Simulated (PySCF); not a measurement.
Energy of F²⁺ (fluorine, charge +2) between two integer charges

The 2p alpha orbital of [He] 2s2 2p3 is emptied in steps (occupation f), with all orbitals relaxed, ending at [He] 2s2 2p2. Calculation: PySCF 2.14, in def2-TZVPPD (6s4p3d1f, 40 functions); no relativity, point nucleus. The exact energy is a straight line in f; departures are measured from the line between the end points of the same method.

```
  f  UHF (eV)  LDA (eV)  PBE (eV)  PBE0 (eV)  r2SCAN (eV)  LC-wPBE (eV)  BHandHLYP (eV)  wB97X (eV)  MN15 (eV)  TPSS (eV)
  1     0.000     0.000     0.000      0.000        0.000         0.000           0.000       0.000      0.000      0.000
0.8     0.256    -1.859    -1.808     -1.296       -1.644        -0.924          -0.785      -0.898     -1.187     -1.749
0.6     0.378    -2.798    -2.712     -1.941       -2.444        -1.384          -1.175      -1.338     -1.777     -2.621
0.4     0.372    -2.804    -2.707     -1.935       -2.417        -1.376          -1.170      -1.323     -1.772     -2.614
0.2     0.244    -1.871    -1.797     -1.283       -1.596        -0.907          -0.776      -0.864     -1.175     -1.733
  0     0.000     0.000     0.000      0.000        0.000         0.000           0.000       0.000      0.000      0.000
```

| method | E(f=0) − E(f=1) (eV) | −ε at f=1 (eV) | −ε at f=0.4 (eV) |
| --- | --- | --- | --- |
| UHF | 62.257 | 63.888 | 61.917 |
| LDA | 63.186 | 51.610 | 65.500 |
| PBE | 62.856 | 51.574 | 65.149 |
| PBE0 | 62.934 | 54.829 | 64.589 |
| r2SCAN | 63.175 | 52.824 | 65.319 |
| LC-wPBE | 63.041 | 57.269 | 64.241 |
| BHandHLYP | 62.819 | 57.905 | 63.824 |
| wB97X | 62.709 | 57.087 | 63.913 |
| MN15 | 62.797 | 55.372 | 64.307 |
| TPSS | 62.845 | 51.921 | 65.073 |

Orbital energy along the path (eV):

```tsv
f	UHF	LDA	PBE	PBE0	r2SCAN	LC-wPBE	BHandHLYP	wB97X	MN15	TPSS
1	-63.888	-51.610	-51.574	-54.829	-52.824	-57.269	-57.905	-57.087	-55.372	-51.921
0.8	-63.196	-56.180	-56.070	-58.079	-57.078	-59.576	-59.882	-59.361	-58.354	-56.289
0.6	-62.540	-60.816	-60.606	-61.340	-61.264	-61.911	-61.860	-61.650	-61.337	-60.684
0.4	-61.917	-65.500	-65.149	-64.589	-65.319	-64.241	-63.824	-63.913	-64.307	-65.073
0.2	-61.323	-70.201	-69.646	-67.789	-69.223	-66.507	-65.754	-66.063	-67.247	-69.406
0	-60.756	-74.872	-74.006	-70.880	-73.086	-68.612	-67.631	-67.931	-70.057	-73.570
```

Reference removal energy between the ground levels: 62.708 eV (semi-empirical (NIST evaluation); NIST Atomic Spectra Database, ionization energies). The calculation has no spin-orbit coupling. UHF lacks correlation.
